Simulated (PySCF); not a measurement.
Species: C4H5F3N (doublet state).
Cartesian coordinates in Å at the GFN2-xTB level; atoms count from 1:
```
atom  x, y, z in Å
C1     2.055    0.115   -0.218
C2     0.711    0.275    0.353
F3     0.629    0.970    1.499
C4    -0.468   -0.235   -0.198
N5    -0.411   -0.950   -1.273
C6    -1.772    0.114    0.529
F7    -2.118    1.403    0.290
F8    -2.788   -0.649    0.065
H9     2.456    1.083   -0.527
H10    2.739   -0.290    0.530
H11    1.990   -0.546   -1.077
H12   -1.317   -1.266   -1.610
H13   -1.710   -0.024    1.620
```

The hyperfine couplings belong to this conformer and change with its torsions.

The species is `C[C](F)/C(=N/[H])C(F)F` [radical].

Computed, not measured: UKS B3LYP, pcH-1 on C F H N, non-relativistic, mean-field spin-orbit, GIAO in PySCF 2.14.0. Geometry: GFN2-xTB, one conformer, isolated molecule. A GFN2-xTB geometry isn't a minimum of the functional, and hyperfine couplings can be far from their values at a DFT geometry. No stability test was run, so a lower SCF solution isn't excluded.

Task: What is the g tensor, term by term?

Result: 
```tsv
Δg (ppm)	1	2	3
relativistic mass correction	-216	-216	-216
gauge correction	-8	43	40
orbital Zeeman/spin–orbit	-32	2086	3913
total	-256	1914	3738
```

So g = 2.00206, 2.00423, 2.00606 and g_iso = 2.00412; the tensor is rhombic: the two nearest values differ by 46 % of g3 − g1. Axes: g3 points within 8° of the C2–C4 bond.

Task: How much does each term add to the isotropic shift?

Result: The orbital-Zeeman/spin–orbit term 1989, the mass correction -216 and the gauge correction 25 ppm, for a total of 1799 ppm. The orbital-Zeeman/spin–orbit term is the largest in size. The mass correction is the same along every axis, so the anisotropy comes from the other two: their spans along these axes are 51 (gauge) and 3945 ppm (orbital Zeeman/spin–orbit).

Task: At 93.663 GHz, how far is the centre of the isotropic spectrum from where a free electron (g = 2.002319) resonates?

Result: B = hν/(g μB) with μB/h = 13.99624 MHz/mT gives 3342.13 mT for the free electron and 3339.13 mT at g_iso, 3.00 mT lower.

Task: In a frozen sample, at which fields do the three g values resonate at 9.5, 34, 94 and 263 GHz (hyperfine left aside), and which band first spreads them over more than twice a line width of 0.5 mT?

Result: 
| band | GHz | B(g3) mT | B(g2) mT | B(g1) mT | spread mT |
| --- | --- | --- | --- | --- | --- |
| X | 9.5 | 338.35 | 338.66 | 339.03 | 0.67 |
| Q | 34.0 | 1210.94 | 1212.05 | 1213.36 | 2.42 |
| W | 94.0 | 3347.90 | 3350.95 | 3354.58 | 6.68 |
| J | 263.0 | 9367.01 | 9375.53 | 9385.69 | 18.68 |

The spread grows in proportion to the frequency. Q band is the first where it exceeds 1.0 mT.

The Mulliken spin populations are largest on C2 (+0.63), N5 (+0.50) and C4 (-0.17). The positive populations add up to 1.25 and the negative ones to -0.25, together 2S = 1. The angles at C2 add up to 360.0°, so it is planar.

The HOMO–LUMO gaps are 5.92 eV among the α and 4.71 eV among the β orbitals.
